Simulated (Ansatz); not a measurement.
Wavefunction ladder for C₆H₁₄Cl₂O₂Sn (`CC(C)[O][Sn]([Cl])([Cl])[O]C(C)C`)

| atom | x (Å) | y (Å) | z (Å) |
| --- | --- | --- | --- |
| C1 | -2.624 | -2.186 | -1.161 |
| C2 | -1.393 | -1.338 | -1.392 |
| C3 | -1.728 | 0.124 | -1.605 |
| O4 | -0.566 | -1.488 | -0.236 |
| Sn5 | 1.361 | -1.302 | -0.281 |
| Cl6 | 1.987 | -0.590 | -2.391 |
| Cl7 | 2.355 | -3.308 | 0.197 |
| O8 | 1.991 | -0.055 | 1.049 |
| C9 | 1.486 | 1.285 | 1.078 |
| C10 | 2.577 | 2.150 | 1.668 |
| C11 | 0.200 | 1.341 | 1.877 |
| H12 | -3.296 | -2.128 | -2.020 |
| H13 | -2.346 | -3.230 | -1.006 |
| H14 | -3.161 | -1.837 | -0.276 |
| H15 | -0.867 | -1.713 | -2.280 |
| H16 | -0.824 | 0.713 | -1.779 |
| H17 | -2.242 | 0.525 | -0.728 |
| H18 | -2.378 | 0.249 | -2.474 |
| H19 | 1.287 | 1.631 | 0.052 |
| H20 | 2.256 | 3.193 | 1.714 |
| H21 | 3.484 | 2.088 | 1.066 |
| H22 | 2.811 | 1.813 | 2.681 |
| H23 | -0.561 | 0.690 | 1.441 |
| H24 | -0.193 | 2.360 | 1.903 |
| H25 | 0.385 | 1.014 | 2.903 |

Charge 0, multiplicity 1. Correlated methods include outer-core shells of Sn, which these sets cover unevenly. Sn takes the def2 core potential. The structure was optimised at the PBE0-D4/def2-TZVP level. It is one conformer, not always the lowest. Frozen core, restricted reference, Ansatz 0.2.0.

```
     basis      HF (Eh)  MP2 corr.  CCSD corr.       (T)  CCSD(T) total
  def2-SVP  -1516.97031   -1.60488    -1.71417  -0.04906    -1518.73354
def2-TZVPP  -1517.74583   -2.21892    -2.30228  -0.09292    -1520.14103
def2-QZVPP  -1517.79306   -2.57742           –         –              –
```
